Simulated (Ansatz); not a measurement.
`[F][Ge][SH]` → F• + Ge• + H• + S•  (atomization)

Computed with Ansatz on PBE0-D4/def2-TZVP structures; ΔE is electronic, products minus reactants. CBS: MP2 limit from def2 TZ/QZ plus the TZ coupled-cluster correction, frozen cores. This one scheme is used for every species, atoms too. DFT in def2-TZVPP. B3LYP here is the variant with VWN-RPA as its local correlation; programs differ in this. No spin–orbit coupling; open shells (•) take unrestricted orbitals. Spin–orbit coupling would lower the free atoms: a little for F, S; clearly for Ge. Bonds to Ge are less sure, by a few kJ/mol each and by 10 to 20 or more in all where they break to atoms, as the def2 sets lack core-valence functions. Scalar relativity is left out up to krypton. One conformer a species, not always the lowest.

```csv
level,ΔE (kJ/mol),difference from CCSD(T)/CBS
LDA (SPW92),1461.4,222.4
BLYP-D4,1250.1,11.1
B97M-V,1253.8,14.8
r2SCANh-D4,1222.3,-16.7
r2SCAN0-D4,1193.7,-45.3
BHLYP-D4,1160.6,-78.4
PBE,1265.1,26.1
r2SCAN,1240.8,1.8
B3LYP,1213.0,-26.0
r2SCAN0,1191.6,-47.4
MP2/def2-SVP,1130.5,-108.5
HF/def2-TZVPP,807.1,-431.9
CCSD/def2-QZVPP,1184.7,-54.3
CCSD(T)/def2-QZVPP,1220.9,-18.1
MP2/CBS(def2),1274.6,35.6
CCSD/CBS(def2),1206.4,-32.6
CCSD(T)/CBS,1239.0,0
```

Largest T1 diagnostic among the species: 0.015.

The D4 term adds +13.8 kJ/mol with B3LYP and +6.9 kJ/mol with PBE0; it sums over pairs of atoms, weighted by their polarisabilities, and B3LYP, whose exchange is more repulsive, gets the larger term. From PBE to PBE0 (25 % exact exchange), in def2-TZVPP and without D4, ΔE moves by −53.3 kJ/mol: exact exchange takes away binding that semilocal exchange gives to molecules. In def2-TZVPP, CCSD(T) changes the Hartree–Fock value by +381.3 kJ/mol (the triples alone add +32.5 kJ/mol) and MP2 by +416.9 kJ/mol; breaking electron pairs costs correlation energy, which Hartree–Fock lacks.

For atomizations the MP2-based limit and the directly extrapolated one differ by several kJ/mol either way, and by 10 to 25 for some Ge, Se and Sn compounds, so smaller differences from it don't rank the levels.
